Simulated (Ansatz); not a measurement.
Species: ammonia borane, sum formula BNH6, net charge 0, singlet state. SMILES: [BH3-][NH3+]
Coordinates optimised at B3LYP-D3(BJ)/def2-TZVP (Ansatz, an electronic-structure program):
```
N
H 1 1.0159
H 1 1.0159 2 107.95
H 1 1.0159 2 107.95 3 116.46
B 1 1.6582 2 110.95 4 121.77
H 5 1.2082 1 104.94 2 -60.00
H 5 1.2082 6 113.60 1 -114.06
H 5 1.2082 6 113.60 7 -131.88
```
Charge 0, spin multiplicity 1.

Computed values are from Ansatz. Cores are frozen in the correlated levels unless marked. UHF or UKS for open shells. No spin-orbit coupling. No relativistic terms. CBS(X,Y): correlation extrapolated as X^-3; Hartree-Fock from the larger set. The bracket is a focal-point correction in the basis named.

Question: What is the total energy at RI-MP2/CBS(aug-cc-pVTZ,aug-cc-pVQZ)+[CCSD(T)-MP2]/aug-cc-pVTZ?

Answer: -83.1097 Eh.

Question: What is the dipole moment at CCSD(T)/aug-cc-pVDZ?

Answer: 5.30 D.

Question: What is the atomisation energy De at RI-MP2/CBS(aug-cc-pVTZ,aug-cc-pVQZ)+[CCSD(T)-MP2]/aug-cc-pVTZ?

Answer: 611.2 kcal/mol.

Question: What is the T1 diagnostic at CCSD/aug-cc-pVTZ?

Answer: 0.008.
